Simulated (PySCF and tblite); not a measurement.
Values are calculated unless marked as measured or tabulated.
4 diastereomers of C₇H₁₀F₂, numbered alike:

```tsv
isomer	SMILES	descriptors (one enantiomer)
A	[F:1][C@@H:2]1[CH2:3][CH2:4][CH2:5][C@:6]2([F:7])[CH2:8][C@H:9]12	2R, 6S, 9R
B	[F:1][C@@H:2]1[CH2:3][CH2:4][CH2:5][C@@:6]2([F:7])[CH2:8][C@H:9]12	2R, 6R, 9R
C	[F:1][C@H:2]1[CH2:3][CH2:4][CH2:5][C@@:6]2([F:7])[CH2:8][C@H:9]12	2S, 6R, 9R
D	[F:1][C@H:2]1[CH2:3][CH2:4][CH2:5][C@:6]2([F:7])[CH2:8][C@H:9]12	2S, 6S, 9R
```

Protocol: conformer search, at most 2 conformers an isomer, GFN2-xTB geometries, energies PBE0/def2-SVP (IEF-PCM, chloroform) (D3(BJ) added where defined), weights at 298.15 K with GFN2-xTB thermal terms. Programs: PySCF with density fitting and tblite.

Equilibrium rotational constants and dipole components of each isomer's leading conformer, in random order:

```csv
set,A (MHz),B (MHz),C (MHz),abs μa,abs μb,abs μc (D)
P,2293,1605,1259,1.61,0.68,1.32
Q,2572,1475,1152,0.62,1.23,0.56
R,2421,1438,1194,0.43,1.16,2.67
S,2138,1853,1391,2.18,1.10,2.79
```

(1) Match sets and isomers.

The whole study took 12 min on 1 thread of INTEL XEON PLATINUM 8581C @ 2.10GHz, on a host shared with other jobs (rough), peak memory 1.5 GiB, launched as `OMP_NUM_THREADS=1 python ens_run.py task.json out`.

## Answers

(1) P is C (C1), Q is A (C1), R is D (C1), S is B (C1).
